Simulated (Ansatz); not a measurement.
```yaml
crystal:
  periodic: [false, false, false]
  atoms:
    - {symbol: C, position_ang: [-11.162421, 0.213477, 0.465454]}
    - {symbol: C, position_ang: [-9.302933, 0.588144, 0.226263]}
    - {symbol: C, position_ang: [-8.574315, -0.185292, -1.369126]}
    - {symbol: C, position_ang: [-6.731331, 0.228132, -1.703684]}
    - {symbol: C, position_ang: [-5.498728, -0.468499, -0.412940]}
    - {symbol: C, position_ang: [-3.664725, -0.129094, -0.842391]}
    - {symbol: C, position_ang: [-2.424109, -0.812068, 0.444729]}
    - {symbol: C, position_ang: [-0.589600, -0.495130, 0.000298]}
    - {symbol: C, position_ang: [0.643684, -1.175563, 1.298892]}
    - {symbol: C, position_ang: [2.496808, -0.973297, 0.843493]}
    - {symbol: C, position_ang: [3.099901, 0.844535, 0.747924]}
    - {symbol: C, position_ang: [4.953302, 1.053745, 0.300986]}
    - {symbol: C, position_ang: [6.173398, 0.383583, 1.619446]}
    - {symbol: C, position_ang: [8.009541, 0.764142, 1.258986]}
    - {symbol: S, position_ang: [8.723737, -0.299629, -0.643925]}
    - {symbol: C, position_ang: [10.871951, 0.383238, -0.626790]}
    - {symbol: C, position_ang: [11.877690, -0.307347, -2.076643]}
    - {symbol: O, position_ang: [11.432264, 1.297917, 0.451440]}
    - {symbol: H, position_ang: [-11.394873, -1.152910, 0.541012]}
    - {symbol: H, position_ang: [-11.915637, 0.698226, -0.594984]}
    - {symbol: H, position_ang: [-11.659514, 0.785135, 1.626319]}
    - {symbol: H, position_ang: [-8.597189, 0.134082, 1.334202]}
    - {symbol: H, position_ang: [-9.102297, 1.965164, 0.193663]}
    - {symbol: H, position_ang: [-9.335356, 0.235994, -2.454695]}
    - {symbol: H, position_ang: [-8.732104, -1.568377, -1.318031]}
    - {symbol: H, position_ang: [-6.577598, 1.610100, -1.782724]}
    - {symbol: H, position_ang: [-6.381561, -0.257162, -2.959330]}
    - {symbol: H, position_ang: [-5.773554, 0.062656, 0.842745]}
    - {symbol: H, position_ang: [-5.695007, -1.841836, -0.288076]}
    - {symbol: H, position_ang: [-3.377186, -0.673241, -2.091556]}
    - {symbol: H, position_ang: [-3.471949, 1.242745, -0.983732]}
    - {symbol: H, position_ang: [-2.629449, -2.180543, 0.600379]}
    - {symbol: H, position_ang: [-2.698937, -0.253029, 1.690117]}
    - {symbol: H, position_ang: [-0.397980, 0.871890, -0.169974]}
    - {symbol: H, position_ang: [-0.311128, -1.068056, -1.238324]}
    - {symbol: H, position_ang: [0.375391, -2.524935, 1.502121]}
    - {symbol: H, position_ang: [0.403245, -0.559840, 2.524715]}
    - {symbol: H, position_ang: [3.258059, -1.665204, 1.777158]}
    - {symbol: H, position_ang: [2.741832, -1.597422, -0.377327]}
    - {symbol: H, position_ang: [2.846981, 1.472119, 1.965829]}
    - {symbol: H, position_ang: [2.342890, 1.532276, -0.191460]}
    - {symbol: H, position_ang: [5.208083, 0.435428, -0.919285]}
    - {symbol: H, position_ang: [5.222608, 2.402820, 0.098217]}
    - {symbol: H, position_ang: [5.868491, 0.950700, 2.852950]}
    - {symbol: H, position_ang: [6.011924, -0.986718, 1.781674]}
    - {symbol: H, position_ang: [8.836066, 0.352593, 2.291195]}
    - {symbol: H, position_ang: [8.227015, 2.122266, 1.081690]}
    - {symbol: H, position_ang: [11.925652, -1.691258, -2.012748]}
    - {symbol: H, position_ang: [13.160058, 0.204477, -2.019499]}
    - {symbol: H, position_ang: [11.288911, 0.030869, -3.284639]}
basis:
  gaussian: {orbitals: def2-mTZVPP, fitting: {mean_field: def2-universal-jkfit}, nuclear_model: gaussian}
hamiltonian: {xc: {name: r2SCAN50}, dispersion: d3bjatm}
scf: {omitted_lower_state_checks: [starts]}
```

```sh
$ ansatz run in.yaml --threads 2 --pin off --events-out ev --progress --plain --max-ram 32768MiB --backend cuda --devices 0, --max-vram 18GiB
```

It prints (some lines left out):

```
Functional definition: r2SCAN50
1981 factors; integrals over basis functions are off by at most 8.8e-1 eV
mean field evaluation 1: about -29918.1538 eV, gradient 6.7e1 eV
mean field evaluation 2: about -29874.6146 eV, gradient 1.6e2 eV
mean field evaluation 4: about -29930.1306 eV, gradient 7.7e0 eV
mean field evaluation 8: about -29930.2967 eV, gradient 5.4e-1 eV
mean field evaluation 16: about -29930.2979 eV, gradient 9.3e-4 eV
mean field -29930.29788144 eV, -1099.9181596585 hartree, gradient 4.6e-5 eV, S^2 0.000000; 0 other end points of the search recorded, 0 dependent functions left out
reference -29930.29789729 eV, -1099.9181602409 hartree; 76, 76 occupied and 439, 439 virtual orbitals, 1981 factors
Total energy: -29930.80227995 eV, -1099.9366959617 hartree
Checks for a lower state left out: starts
```

Hardware: 2 threads of AMD EPYC 7R13 on a shared host and a share (18 GiB) of an NVIDIA H100 80GB HBM3. Wall time 6.5 s.
